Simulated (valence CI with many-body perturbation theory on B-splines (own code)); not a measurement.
# E1 line list for Ba XLIII

Method: relativistic CI+MBPT: four valence electrons over a frozen Dirac-Fock core [Ne], a basis of 11 s, 11 p, 10 d, 8 f, 5 g, 2 h functions for each j, with the one-electron correlation potential Σ1, the two-electron term Σ2, the three-electron term Σ3, Breit, model QED; selected CI, second order for the rest, scaled by the run's own slope (own B-spline code, finite nucleus).

No measured spectrum was set against this ion. As an estimate, large intervals hold to a few tenths of a per cent, small ones and those within an open d or f shell to about a per cent. Among the levels kept, up to 550 cm⁻¹ of a level comes from second order outside the variational space, and about a tenth of that is noise between levels of different J, which matters for small intervals.

Lines 151 to 200 of 540 in falling wavelength, among levels below 53.761 Ry, chosen from the strongest by gf and those to the six lowest levels. Wavelengths and rates use the calculated energies. Electric multipoles are in the length gauge, E1 and E2 with the static RPA response of the core. Weak lines are less certain than strong ones. Lines between different terms over intervals too small for the method are left out, as are lines whose strength nearly cancels. Where a level lies close to another of its J and parity, the split of strength between their lines is uncertain. The highest levels of a list are the least certain.

Levels are named by their leading jj configuration (3d3/2^4 stands for four electrons in 3d with j = 3/2), which in mixed levels can hold well under half, so a name can repeat and another be missing. Letters in brackets count levels of one name in rising energy.

```tsv
λ vac (Å)	Upper	Lower	A (s⁻¹)	log gf	Branch %
64.11	(3s 3p1/2 3d3/2 3d5/2) J=4 [b]	(3s 3p1/2 3p3/2 3d3/2) J=4	1.34e+10	-1.13	9.6
64.02	(3p1/2 3p3/2^2 3d5/2) J=4 [b]	(3s 3p1/2 3p3/2 3d5/2) J=3 [d]	1.25e+11	-0.16	28.8
63.99	(3p1/2 3p3/2^2 3d3/2) J=4	(3s 3p1/2 3p3/2 3d5/2) J=4 [b]	1.92e+10	-0.98	5.1
63.73	(3s 3p1/2 3p3/2 3d5/2) J=4 [c]	(3s 3p1/2 3p3/2^2) J=3	1.23e+11	-0.17	58.5
63.70	(3s 3p3/2^2 3d5/2) J=5	(3s^2 3p3/2 3d5/2) J=4	7.63e+10	-0.29	100.0
63.69	(3s 3p1/2 3d5/2^2) J=3 [b]	(3s 3p1/2 3p3/2 3d5/2) J=3 [a]	2.88e+10	-0.91	11.3
63.63	(3s 3p1/2^2 3d5/2) J=2	(3s 3p1/2^2 3p3/2) J=2	2.48e+10	-1.12	35.7
63.52	(3p1/2 3p3/2^2 3d5/2) J=3 [a]	(3s 3p1/2 3p3/2 3d5/2) J=2 [c]	9.27e+10	-0.41	15.3
63.38	(3p1/2 3p3/2^2 3d5/2) J=2 [b]	(3s^2 3d3/2^2) J=2	3.71e+10	-0.95	6.9
63.37	(3s 3p1/2 3d5/2^2) J=5	(3s 3p1/2 3p3/2 3d5/2) J=5	4.02e+10	-0.57	34.0
63.34	(3p1/2 3p3/2^2 3d5/2) J=3 [a]	(3s 3p1/2 3p3/2 3d5/2) J=3 [d]	3.27e+10	-0.86	5.4
63.30	(3s 3p3/2^2 3d5/2) J=2 [c]	(3s 3p3/2^3) J=1	3.70e+11	0.05	42.8
63.26	(3s 3p1/2 3d3/2 3d5/2) J=2 [d]	(3s 3p1/2 3p3/2 3d3/2) J=2 [d]	4.03e+10	-0.92	7.4
63.14	(3s 3p1/2 3d5/2^2) J=2 [a]	(3s 3p1/2 3p3/2 3d5/2) J=2 [a]	1.21e+11	-0.44	49.8
63.04	(3s 3p1/2 3d5/2^2) J=4 [a]	(3s 3p1/2 3p3/2 3d5/2) J=4 [a]	3.63e+10	-0.71	11.6
62.98	(3s 3p1/2 3p3/2^2) J=2 [a]	(3s^2 3p1/2 3p3/2) J=2	6.30e+09	-1.73	3.2
62.88	(3s 3p3/2^2 3d5/2) J=2 [b]	(3s 3p3/2^3) J=2	3.77e+11	0.05	58.0
62.78	(3s 3p1/2 3p3/2 3d5/2) J=2 [a]	(3s^2 3p1/2 3d5/2) J=2	8.06e+10	-0.62	48.8
62.76	(3s 3p3/2^2 3d3/2) J=3 [a]	(3s^2 3p3/2 3d3/2) J=3	3.15e+10	-0.88	5.4
62.73	(3s 3p3/2^2 3d3/2) J=3 [a]	(3s^2 3p3/2 3d3/2) J=2	1.01e+11	-0.38	17.3
62.69	(3s 3p3/2^2 3d5/2) J=3 [c]	(3s 3p3/2^3) J=2	3.01e+11	0.09	45.6
62.69	(3p1/2 3p3/2^2 3d3/2) J=1 [c]	(3s 3p1/2 3p3/2 3d5/2) J=0	4.29e+10	-1.12	5.9
62.56	(3s 3p1/2 3d3/2^2) J=2 [b]	(3s 3p1/2 3p3/2 3d3/2) J=1 [a]	2.64e+10	-1.11	4.6
62.46	(3s 3p1/2 3p3/2 3d5/2) J=2 [d]	(3s 3p1/2 3p3/2^2) J=1 [a]	2.79e+10	-1.09	4.8
62.42	(3p1/2 3p3/2^2 3d5/2) J=4 [a]	(3s 3p1/2 3p3/2 3d5/2) J=3 [c]	1.73e+11	-0.04	45.6
62.39	(3s 3p1/2 3d3/2 3d5/2) J=1 [a]	(3s 3p1/2 3p3/2 3d3/2) J=1 [a]	5.44e+10	-1.02	20.7
62.34	(3p1/2 3p3/2^2 3d3/2) J=1 [a]	(3s 3p1/2 3p3/2 3d3/2) J=1 [c]	7.69e+10	-0.87	12.4
62.17	(3s^2 3d5/2^2) J=2	(3s^2 3p3/2 3d5/2) J=2	1.31e+11	-0.42	34.8
62.17	(3p1/2 3p3/2^2 3d3/2) J=3 [a]	(3s 3p1/2 3p3/2 3d5/2) J=3 [a]	5.05e+10	-0.69	12.8
62.16	(3s^2 3p3/2 3d5/2) J=3	(3s^2 3p3/2^2) J=2	2.66e+11	0.03	95.7
62.14	(3s 3p1/2 3p3/2 3d5/2) J=3 [c]	(3s 3p1/2 3p3/2^2) J=2 [a]	2.14e+11	-0.06	76.1
62.12	(3s 3p1/2 3d5/2^2) J=2 [b]	(3s 3p1/2 3p3/2 3d5/2) J=3 [a]	5.72e+10	-0.78	18.6
62.03	(3s 3p1/2 3p3/2 3d5/2) J=3 [a]	(3s^2 3p1/2 3d5/2) J=3	3.68e+10	-0.83	27.1
62.00	(3s^2 3d3/2 3d5/2) J=2	(3s^2 3p3/2 3d3/2) J=1	1.23e+11	-0.45	19.3
61.94	(3s 3p1/2 3d5/2^2) J=4 [c]	(3s 3p1/2 3p3/2 3d3/2) J=3 [c]	3.87e+10	-0.70	17.6
61.81	(3s^2 3d3/2 3d5/2) J=2	(3s^2 3p3/2 3d3/2) J=2	4.76e+10	-0.87	7.5
61.75	(3p1/2 3p3/2^2 3d5/2) J=5	(3s 3p1/2 3p3/2 3d5/2) J=4 [c]	1.59e+11	0.00	64.6
61.68	(3s 3p1/2 3d3/2 3d5/2) J=3 [d]	(3s 3p1/2 3p3/2 3d3/2) J=3 [b]	2.54e+10	-0.99	5.9
61.49	(3s 3p1/2 3d5/2^2) J=3 [a]	(3s 3p1/2 3p3/2 3d5/2) J=2 [a]	2.76e+10	-0.96	9.7
61.42	(3p1/2 3p3/2^2 3d5/2) J=3 [b]	(3s 3p1/2 3p3/2 3d5/2) J=2 [d]	3.38e+10	-0.87	8.4
61.38	(3p1/2 3p3/2^2 3d3/2) J=1 [c]	(3s 3p1/2 3p3/2 3d5/2) J=1 [c]	4.81e+10	-1.09	6.7
61.29	(3s 3p1/2 3d5/2^2) J=4 [c]	(3s 3p1/2 3p3/2 3d5/2) J=5	3.05e+10	-0.81	13.9
61.27	(3s 3p1/2 3p3/2^2) J=3	(3s^2 3p1/2 3p3/2) J=2	8.27e+10	-0.49	93.8
61.22	(3s 3p3/2 3d3/2 3d5/2) J=1	(3s^2 3d3/2^2) J=2	5.47e+10	-1.04	7.4
61.21	(3s 3p1/2 3d5/2^2) J=3 [b]	(3s 3p1/2 3p3/2 3d5/2) J=2 [a]	4.25e+10	-0.78	16.7
61.18	(3s 3p1/2 3d3/2 3d5/2) J=3 [b]	(3s 3p1/2 3p3/2 3d3/2) J=3 [a]	4.86e+10	-0.72	24.9
61.17	(3s 3p3/2^2 3d3/2) J=1 [b]	(3s^2 3p3/2 3d3/2) J=0	1.14e+11	-0.72	15.6
61.03	(3s 3p1/2 3d3/2 3d5/2) J=4 [b]	(3s 3p1/2 3p3/2 3d3/2) J=3 [a]	1.80e+10	-1.04	12.9
61.01	(3s 3p1/2 3d3/2 3d5/2) J=2 [b]	(3s 3p1/2 3p3/2 3d3/2) J=2 [b]	3.20e+10	-1.05	16.1
60.96	(3s 3p1/2 3d5/2^2) J=4 [a]	(3s 3p1/2 3p3/2 3d3/2) J=4	3.03e+10	-0.82	9.7
```
